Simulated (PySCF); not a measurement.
## C6H15Al: core ionisation energies

Species: AlMe2(tBu), C6H15Al.
Geometry (PBE0-D3(BJ)/def2-SVP, Å), atoms numbered from 1 in this order:
```
atom  x, y, z in Å
Al1    0.5609    0.9659   -0.0013
C2     2.5239    0.9400   -0.0309
H3     2.9196    0.5445    0.9214
H4     2.9775    1.9306   -0.1919
H5     2.9014    0.2647   -0.8184
C6    -0.4651    2.6387   -0.0539
H7    -1.3579    2.5541   -0.6965
H8     0.1221    3.5046   -0.3985
H9    -0.8403    2.8846    0.9563
C10   -0.4332   -0.7612    0.0508
C11   -0.8699   -1.0453   -1.3931
C12   -1.6771   -0.6430    0.9347
C13    0.4496   -1.9065    0.5468
H14   -1.4462   -1.9901   -1.4522
H15   -1.5214   -0.2521   -1.7996
H16   -0.0114   -1.1571   -2.0789
H17   -2.3437    0.1732    0.6094
H18   -1.4222   -0.4570    1.9920
H19   -2.2723   -1.5772    0.9085
H20    0.7751   -1.7589    1.5904
H21    1.3601   -2.0262   -0.0637
H22   -0.0935   -2.8715    0.5116
```

Theory: delta-SCF UKS SCAN, pcX-2 on the ionised atom, pcseg-1 elsewhere, spin-free X2C (PySCF). Vertical ΔSCF values, vacuum level as zero.

Q: What binding energy does each computed site have?

A: 
```csv
atom(s),bonded to,level,binding energy (eV),above the level's lowest (eV),count
C10,3 C and Al,C 1s,289.31,0.00,1
C2/C6,3 H and Al,C 1s,289.41,+0.10,2
C11/C12/C13,C and 3 H,C 1s,290.28,+0.97,3
Al1,3 C,Al 1s,1565.74,0.00,1
```

The listed C 1s values span 0.97 eV, from C10 (bonded to 3 C and Al) to C11/C12/C13 (bonded to C and 3 H).

Q: Which photon energy gives electrons from C 1s of C10 a kinetic energy of 50 eV, and what is their de Broglie wavelength?

A: hν = 289.31 + 50 = 339.31 eV, recoil neglected; λ = 12.264 Å/√(E/eV) = 1.73 Å.

Q: Which effective nuclear charge Zeff reproduces each element's mean 1s value in the hydrogen-like formula E = 13.606 eV × Zeff²?

A: C (Z = 6): mean 289.8 eV, Zeff = 4.62, Z − Zeff = 1.38; Al (Z = 13): mean 1565.7 eV, Zeff = 10.73, Z − Zeff = 2.27. Means run over the listed sites, weighted by atom count.

Topologically equivalent atoms share the value of their first member; where this conformer doesn't relate them by symmetry, their own values could differ. Isolated species at its PBE0-D3(BJ)/def2-SVP geometry, gas phase.
